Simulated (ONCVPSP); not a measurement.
## Potentials for titanium (Ti) compared

Generated with ld1.x 7.5 (TM, RRKJ, ultrasoft, PAW), atompaw 4.2 or ONCVPSP 4.0.1. The cutoff is in Ry: for ld1.x and atompaw files where the sum of valence levels is converged to 10 mRy in a Bessel basis, for ONCV files where the hardest occupied wave has 1 mHa per electron of residual kinetic energy. The error is the largest all-electron minus pseudo excitation energy over each file’s own four to seven test configurations (ionisations up to +4, promotions, holes and added fractions of an electron), all of which were solved. The labels leave out finer settings (local radius, basis sizes, second energies), which also bear on the numbers. Spin-polarised tests are not counted. The rows are a selection from randomly drawn settings: files with unsolved tests, undetermined cutoffs or missed reference levels are left out.

```csv
potential,cutoff (Ry),largest error (meV),bound ghosts
"ONCV, LDA (Perdew-Wang 92), scalar-relativistic, rc 1.55/1.25/1.55 (spd), local smoothed, core correction yes, reference 3s2 3p6 3d2 4s1, qcut 7.7/11.7/11.8, projectors 2/2/1",87,+26,none
"ONCV, PBE, scalar-relativistic, rc 1.95/2.25/2.20 (spd), local smoothed, core correction no, reference 3s2 3p6 3d2 4s1.5 4p0.5, qcut 4.7/5.4/5.9, projectors 2/2/1",32,-9.4,none
"ONCV, revPBE, fully relativistic, rc 1.75/1.25/1.95 (spd), local smoothed, core correction yes, reference 3s2 3p6 3d2 4s2, qcut 6.8/13.5/7.3, projectors 2/2/3",78,-291,none
```

**Question.** Fill in the row for Ti: ONCV, PBE, scalar-relativistic, rc 1.75/1.55/2.10 (spd), local smoothed, core correction yes, reference 3s2 3p6 3d2 4s1.75 4p0.25, qcut 5.7/9/6.4, projectors 2/2/2.

**Answer.** cutoff 42 Ry, largest error +155 meV, bound ghosts: none.

**Question.** Fill in the row for Ti: ONCV, PBE, scalar-relativistic, rc 1.00/1.65/2.20/2.10 (spdf), local smoothed, core correction yes, reference 3s2 3p6 3d1, qcut 6/8.7/7.2/5.3, projectors 1/3/2/1.

**Answer.** cutoff 275 Ry, largest error +468 meV, bound ghosts: none.
